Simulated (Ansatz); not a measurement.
`OC1CCCCC1`, relaxed with RKS PBE0-D4/def2-TZVP in Ansatz 0.2.0 from a PBE-D4/def2-SVP geometry. The force threshold is 0.005 eV/Å; the program also tests the step.

The species carries charge 0 and has multiplicity 1.

Start:

```xyz
19

O    -1.407    1.099    1.689
C    -0.394    1.125    0.685
C     0.751    0.216    1.171
C     0.571   -1.223    0.681
C     0.664   -1.299   -0.861
C     0.147   -0.006   -1.535
C    -0.942    0.655   -0.683
H    -2.171    1.594    1.340
H     0.007    2.164    0.572
H     0.773    0.274    2.277
H     1.722    0.618    0.811
H     1.317   -1.898    1.148
H    -0.423   -1.581    1.024
H     1.715   -1.480   -1.171
H     0.084   -2.174   -1.223
H    -0.230   -0.223   -2.556
H     0.981    0.716   -1.670
H    -1.416    1.504   -1.222
H    -1.750   -0.082   -0.478
```

(1) By how much does the energy fall, and how many steps does the optimiser take? (Estimate.)

(2) Which bonds change most? (An estimate is asked.)

(3) Give the relaxed structure. (An estimate is asked.)

Results:

(1) Computed: 0.08 eV, in 7 steps.

(2) The calculation gave: C2–H9 from 1.119 to 1.100 Å; C2–C7 from 1.547 to 1.530 Å; C6–H16 from 1.109 to 1.093 Å; C6–H17 from 1.112 to 1.096 Å.

(3) The calculation gave: 
```xyz
19

O    -1.382    1.139    1.675
C    -0.381    1.118    0.668
C     0.741    0.208    1.163
C     0.557   -1.218    0.672
C     0.667   -1.282   -0.856
C     0.145    0.000   -1.519
C    -0.946    0.633   -0.669
H    -2.147    1.607    1.330
H     0.022    2.133    0.538
H     0.759    0.260    2.254
H     1.704    0.595    0.812
H     1.290   -1.885    1.133
H    -0.425   -1.574    0.996
H     1.708   -1.447   -1.150
H     0.104   -2.145   -1.226
H    -0.221   -0.213   -2.526
H     0.962    0.721   -1.640
H    -1.431    1.460   -1.196
H    -1.723   -0.111   -0.459
```
